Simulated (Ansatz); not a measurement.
Gas-phase electronic energies from Ansatz, PBE0-D4/def2-TZVP geometries. CCSD(T)/CBS adds triple-zeta CCSD(T) − MP2 to the extrapolated MP2 energy (def2 sets, frozen cores). This one scheme is used for every species. Functionals use def2-TZVPP. B3LYP here is the variant with VWN-RPA as its local correlation; programs differ in this. One conformer a species, not always the lowest.

Consider the ligand exchange at the Si–O bond: `O[SiH2]SS` + NH₃ → `N[SiH2]SS` + H₂O.

Question: Is it downhill or uphill in electronic energy at CCSD(T)/CBS, and by how much? (Estimate.)

Answer: Ansatz gave: Uphill: ΔE = +37.8 kJ/mol.

Question: What do these levels give: B3LYP-D4, r2SCANh-D4, ωB97X-V, SCS-MP2/def2-TZVPP, MP2/def2-QZVPP, MP2/CBS(def2)? (An estimate is asked.)

Answer: Ansatz gave: B3LYP-D4 40.3, r2SCANh-D4 41.3, ωB97X-V 40.7, SCS-MP2/def2-TZVPP 41.6, MP2/def2-QZVPP 38.1, MP2/CBS(def2) 37.0 kJ/mol.

Question: What do rigid-rotor, harmonic-oscillator terms from PBE0-D4/def2-TZVP frequencies (298.15 K, 1 bar) make of the CCSD(T)/CBS value? (Best estimate.)

Answer: Ansatz gave: ΔZPE = -3.0 kJ/mol, ΔH = +36.0 kJ/mol, ΔS = 3 J/(mol·K), ΔG = +35.0 kJ/mol.

Largest T1 diagnostic among the species: 0.012.

Leaving LDA and LC-ωPBE aside and taking each functional with its dispersion term where it has one, the values, not all of them listed here, spread over 9.2 kJ/mol, from revPBE-D4 to B97M-V. In def2-TZVPP, CCSD(T) changes the Hartree–Fock value by −5.0 kJ/mol (the triples alone add −0.3 kJ/mol) and MP2 by −5.9 kJ/mol.
